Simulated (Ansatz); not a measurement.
Consider the formal exchange of groups at a Ge–C bond: `C/C(F)=[CH]/[GeH3]` + `[CH3][Ge]([OH])([F])[Cl]` → `[OH][Ge]([F])([Cl])[GeH3]` + `C/C=C(/C)F`.

Calculated with Ansatz (gas phase, PBE0-D4/def2-TZVP geometries, no zero-point term in ΔE). CCSD(T)/CBS adds triple-zeta CCSD(T) − MP2 to the extrapolated MP2 energy (def2 sets, frozen cores). Double bonds are as drawn, so ΔE can hold a change between cis and trans. Functionals use def2-TZVPP. HSE06 is defined as in plane-wave codes. For Ge outer-core shells are correlated without core-valence functions, which leaves a few kJ/mol of doubt a bond. Scalar relativity is left out up to krypton. Each species was taken in one conformer, which may not be the lowest.

`C/C(F)=[CH]/[GeH3]`:

Cartesian coordinates in Å:
```
C -2.099 -0.225 -0.280
C -0.622 -0.317 -0.216
F -0.176 -1.458 -0.786
C 0.254 0.530 0.300
Ge 2.165 0.219 0.283
H -2.434 -0.255 -1.321
H -2.447 0.698 0.179
H -2.553 -1.075 0.235
H -0.143 1.433 0.748
H 2.848 1.414 0.969
H 2.688 0.102 -1.157
H 2.519 -1.067 1.046
```

`[CH3][Ge]([OH])([F])[Cl]`:

Z-matrix (Å, degrees):
```
C
Ge 1 1.916
H 1 1.090 2 108.9
H 1 1.090 2 109.4 3 -119.9
H 1 1.089 2 109.4 3 120.0
O 2 1.752 1 110.7 3 56.4
F 2 1.731 1 110.7 3 -62.7
Cl 2 2.140 1 113.9 3 -179.6
H 6 0.961 2 113.6 1 175.5
```

`[OH][Ge]([F])([Cl])[GeH3]`:

Cartesian coordinates in Å:
```
O -0.995 0.463 1.758
Ge -0.441 0.694 0.108
F -1.852 0.942 -0.872
Cl 0.598 2.571 -0.022
Ge 0.844 -1.204 -0.661
H -1.439 1.234 2.124
H 2.087 -1.312 0.225
H -0.032 -2.454 -0.542
H 1.230 -0.934 -2.117
```

`C/C=C(/C)F`:

```xyz
12

C     0.896    1.560    0.763
C     0.009    0.378    0.589
C    -0.060   -0.380   -0.494
C    -0.913   -1.565   -0.737
F     0.722   -0.098   -1.561
H     1.571    1.423    1.613
H     1.501    1.739   -0.126
H     0.312    2.463    0.965
H    -0.644    0.099    1.409
H    -1.534   -1.774    0.133
H    -0.298   -2.444   -0.952
H    -1.562   -1.400   -1.602
```

Problem. Is it downhill or uphill in electronic energy at CCSD(T)/CBS, and by how much? (Estimate.)

Solution. Computed: Uphill: ΔE = +4.3 kJ/mol.

Problem. What do these levels give: PBE0-D4, HSE06-D4, CAM-B3LYP-D4, r2SCAN, SCS-MP2/def2-TZVPP, MP2/CBS(def2)? (An estimate is asked.)

Solution. The calculation gave: PBE0-D4 -7.6, HSE06-D4 -7.7, CAM-B3LYP-D4 -4.5, r2SCAN -2.7, SCS-MP2/def2-TZVPP 9.7, MP2/CBS(def2) 8.6 kJ/mol.

Largest T1 diagnostic among the species: 0.012.

From PBE to PBE0 (25 % exact exchange), in def2-TZVPP and without D4, ΔE moves by +4.9 kJ/mol. At CCSD(T), def2-SVP lies −7.0 kJ/mol from the extrapolated value and def2-TZVPP +3.1 kJ/mol.
